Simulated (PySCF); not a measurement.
**H₈Si₄, SMILES `[SiH](=[SiH]/[SiH3])/[SiH3]` (charge 0, multiplicity 1)**

Computed with PBE0-D3(BJ)/def2-TZVP run with PySCF.

| Item | Value |
|---|---|
| HOMO | -6.02 eV |
| dipole moment | 0.17 D |
| HOMO–LUMO gap | 3.92 eV |
| LUMO | -2.10 eV |
| total energy | -1162.2747 Ha |
| cost | about 60 core-seconds (a rough figure) |

```xyz
12

Si    -2.2876    -0.6454     0.0690
Si    -1.0575     1.2367    -0.4812
Si     1.0815     1.2531    -0.3736
Si     2.2757    -0.5911     0.3550
H     -3.2314    -0.3533     1.1808
H     -3.0783    -1.1202    -1.0978
H     -1.3422    -1.7094     0.4903
H     -1.7850     2.4449    -0.9465
H      1.8321     2.4804    -0.7418
H      3.0524    -0.2676     1.5815
H      3.2293    -1.0495    -0.6903
H      1.3109    -1.6786     0.6547
```
Charge 0, spin multiplicity 1.
